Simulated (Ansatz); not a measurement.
`C[S][SnH2][CH3]` → `C[S][SnH3]` + `[CH2]` (triplet) at 500 K and 1 bar (formal loss of a carbene).

Computed with Ansatz on PBE0-D4/def2-TZVP structures; ΔE is electronic, products minus reactants. CCSD(T)/CBS adds triple-zeta CCSD(T) − MP2 to the extrapolated MP2 energy (def2 sets, frozen cores). This one scheme is used for every species. Triplets are unrestricted, without spin–orbit coupling. Elements past krypton have def2 core potentials. For Sn outer-core shells are correlated without core-valence functions, which leaves a few kJ/mol of doubt a bond. Each species was taken in one conformer, which may not be the lowest.

```
          species  CCSD(T)/CBS energy (Eh)  H − E (kJ/mol)  S (J/(mol·K))
`C[S][SnH2][CH3]`               -692.73453           285.0          457.0
     `C[S][SnH3]`               -653.46026           196.1          395.4
`[CH2]` (triplet)                -39.09499            62.7          213.9
```

H − E and S are ideal-gas, rigid-rotor, harmonic terms from PBE0-D4/def2-TZVP, for one conformer and one mirror image of each species, with the whole ground term of open shells counted as degenerate. 1 Eh = 2625.50 kJ/mol, R = 8.31446 J/(mol·K).

Problem. By hand: ΔE, ΔH, ΔS and ΔG.

Solution. ΔE = (-653.46026) + (-39.09499) − (-692.73453) = 0.17928 Eh = 470.7 kJ/mol. Δ(H − E) = 196.1 + 62.7 − 285.0 = -26.2, so ΔH = 444.5 kJ/mol. ΔS = 395.4 + 213.9 − 457.0 = 152.3 J/(mol·K). ΔG = 444.5 − 500 × (152.3)/1000 = 368.4 kJ/mol.

Problem. By hand: the equilibrium constant, and the temperature at which ΔG would vanish if ΔH and ΔS stayed fixed.

Solution. log₁₀ K = −ΔG/(RT ln 10) = -38.5. ΔG = 0 at ΔH/ΔS = 2919 K, far beyond where these terms or the molecules hold.

The number of gas molecules changes by +1, which sets the sign of ΔS. A doubt of 5 kJ/mol in ΔE shifts log₁₀ K by 0.5 here. Other conformers and mirror images would add mixing entropy, several J/(mol·K) or more a flexible species. Modes under 60 cm⁻¹, often nearly free rotors, make the harmonic entropy too high. A triplet takes part, so the spin changes. These are equilibria of isolated gas molecules and say nothing of rates. Largest T1 diagnostic: 0.012 (customary marks: 0.02 for closed shells, 0.045 for open ones).
